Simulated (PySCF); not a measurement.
ECD: `FC([Si@@H]1[C@@H](C)C1)(F)F`, C₄H₇F₃Si

Geometry:
| atom | x (Å) | y (Å) | z (Å) |
| --- | --- | --- | --- |
| C1 | -2.083 | 0.773 | 0.371 |
| C2 | -0.841 | -0.076 | 0.483 |
| C3 | -0.441 | -0.902 | -0.764 |
| Si4 | 0.791 | 0.441 | -0.309 |
| C5 | 2.366 | -0.238 | 0.590 |
| F6 | 2.114 | -1.334 | 1.330 |
| F7 | 3.344 | -0.583 | -0.273 |
| F8 | 2.921 | 0.664 | 1.426 |
| H9 | -2.135 | 1.497 | 1.181 |
| H10 | -2.972 | 0.146 | 0.420 |
| H11 | -2.096 | 1.312 | -0.573 |
| H12 | -0.808 | -0.633 | 1.415 |
| H13 | -0.211 | -1.947 | -0.602 |
| H14 | -1.076 | -0.764 | -1.627 |
| H15 | 1.122 | 1.651 | -1.031 |

The calculation used TDDFT PBE0/def2-SVPD circular dichroism and optical rotation, one conformer, gas phase (PySCF). Geometry: GFN2-xTB.

States above about 7.3 eV (minus the energy of the highest occupied orbital) lie near or above the ionisation threshold and depend on the basis.

(1) Assign R or S to each stereocentre.

(2) Which excitations and rotatory strengths does the calculation give?

Results:

(1) C2 S, Si4 S.

(2) Rotatory strengths R in 10⁻⁴⁰ esu² cm², velocity form and length form (origin at the centre of mass); f in length form.
```csv
state,E (eV),λ (nm),f,R (velocity),R (length),main
1,6.11,203,0.001,-5.9,-4.7,HOMO→LUMO+1 0.94
2,6.34,196,0.218,+15.8,+15.5,HOMO→LUMO 0.91
3,6.90,180,0.001,+4.9,+4.4,"HOMO→LUMO+2 0.76, HOMO→LUMO+3 0.17"
4,6.99,177,0.007,+2.7,+2.5,"HOMO→LUMO+3 0.44, HOMO−1→LUMO 0.42"
5,7.22,172,0.027,-3.3,-3.8,"HOMO−1→LUMO 0.54, HOMO→LUMO+3 0.37"
6,7.43,167,0.012,-7.7,-7.5,"HOMO→LUMO+5 0.55, HOMO→LUMO+4 0.26"
7,7.57,164,0.040,+5.8,+5.9,"HOMO−1→LUMO+1 0.68, HOMO→LUMO+4 0.16"
8,7.61,163,0.004,+5.6,+5.5,"HOMO→LUMO+4 0.50, HOMO→LUMO+5 0.32"
9,7.92,157,0.029,-28.8,-28.2,HOMO→LUMO+6 0.78
10,8.12,153,0.045,-4.0,-4.2,HOMO→LUMO+7 0.85
11,8.25,150,0.020,+13.9,+13.7,"HOMO−1→LUMO+2 0.74, HOMO−1→LUMO+3 0.12"
12,8.28,150,0.0003,-4.0,-3.9,HOMO−2→LUMO 0.97
13,8.43,147,0.018,-16.5,-16.3,HOMO→LUMO+8 0.79
14,8.46,147,0.034,-20.6,-20.4,"HOMO−1→LUMO+3 0.75, HOMO−1→LUMO+2 0.13"
15,8.76,142,0.058,-20.2,-19.7,"HOMO−1→LUMO+5 0.46, HOMO−2→LUMO+1 0.28"
16,8.80,141,0.006,+5.4,+5.2,"HOMO→LUMO+9 0.68, HOMO→LUMO+10 0.15"
```

Among the states computed, the strongest CD band (largest |R|) is state 9. The largest dissymmetry factor in size, g = 4R/(D+G), with D and G the electric and magnetic dipole strengths, is -0.17 for state 12 (velocity form, f = 0.0003), among bands with |R| over 0.5. The mirror image has the same energies and oscillator strengths and all R with the opposite sign.
